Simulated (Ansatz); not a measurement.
Born–Oppenheimer molecular dynamics of CH6BrGa (9 atoms, charge 0, multiplicity 1). It starts at the highest image of a converged band, a first-order saddle point between two minima.

The calculation used RKS B3LYP-D4/def2-SVP in Ansatz 0.2.0.

| Quantity | Value |
| --- | --- |
| ensemble | NVE (velocity Verlet) |
| time step | 0.5 fs |
| steps asked | 200 |
| starting velocities drawn for | 100 K |
| seed | 9278 |

First frame:

```xyz
9
Properties=species:S:1:pos:R:3
Ga -0.728 -0.576 -0.720
Br 1.223 0.855 -1.983
H -0.326 -2.057 -1.002
H -2.046 0.191 -1.046
H 0.831 0.567 -0.433
C 0.207 0.212 1.001
H -0.138 1.218 1.278
H 1.278 0.107 1.244
H -0.301 -0.518 1.661
```

(1) How far do the bonds stretch over the last three quarters of this one trajectory? (Pairs bonded in most of those frames.)

Answers

(1) 
| bond | mean (Å) | spread (Å) | shortest | longest |
| --- | --- | --- | --- | --- |
| Ga1–Br2 | 2.977 | 0.126 | 2.79 | 3.21 |
| Ga1–H3 | 1.576 | 0.010 | 1.55 | 1.59 |
| Ga1–H4 | 1.577 | 0.020 | 1.55 | 1.61 |
| Ga1–C6 | 2.010 | 0.044 | 1.95 | 2.11 |
| Br2–H5 | 1.443 | 0.016 | 1.43 | 1.51 |
| C6–H7 | 1.102 | 0.004 | 1.09 | 1.11 |
| C6–H8 | 1.104 | 0.012 | 1.08 | 1.12 |
| C6–H9 | 1.106 | 0.022 | 1.07 | 1.14 |

Mean temperature of the second half: 380 K. The conserved energy stayed within 0.057 meV per atom of its start (net change 0.039 meV per atom), so the integration is sound. The system heated up, since it started high on the potential surface and ran downhill. A run of 0.1 ps of so small a system gives no equilibrium averages. The orbitals stay closed-shell, which can raise the energy where a bond breaks towards radicals; this wasn't checked here.

Run time: 9.2 min on 2 threads of Arm Neoverse V2, on a shared host, peak memory 0.27 GiB.
